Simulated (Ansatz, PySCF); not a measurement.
C3H12Si3, SMILES [SiH3]C[C@H]1C[SiH2][SiH2]1.

The structure is a stationary point at PBE-D3(BJ)/def2-SVP. The structure was generated by enumeration; whether it is a known compound was not checked. The values are those of a single conformer.

Vertical ionisation energy (IE) and electron affinity (EA) in eV. Rows of orbital energies are one-electron estimates. Where ΔSCF, EOM or ADC give a negative EA the extra electron is unbound and the value depends on the basis.

```
level                                                                  IE     EA
-------------------------------------------------------------------  ----  -----
−ε(HOMO), −ε(LUMO), PBE0/def2-TZVP (PySCF)                           7.23   0.09
−ε(HOMO), −ε(LUMO), PBE/def2-TZVP (PySCF)                            6.17   0.90
ΔSCF, PBE0/def2-SVPD (Ansatz), final states of multiplicity 2 and 2  8.90  -1.11
ΔSCF, PBE/def2-SVPD (Ansatz), final states of multiplicity 2 and 2   8.65  -0.89
```

Task: What vertical singlet–triplet gap does ΔSCF give with PBE0/def2-SVPD (Ansatz, an electronic-structure program) and with PBE/def2-SVPD (Ansatz)? (An estimate is asked for; the answer gives what the named calculation found.)

Result: 5.31 and 5.01 eV (triplet above singlet where positive).
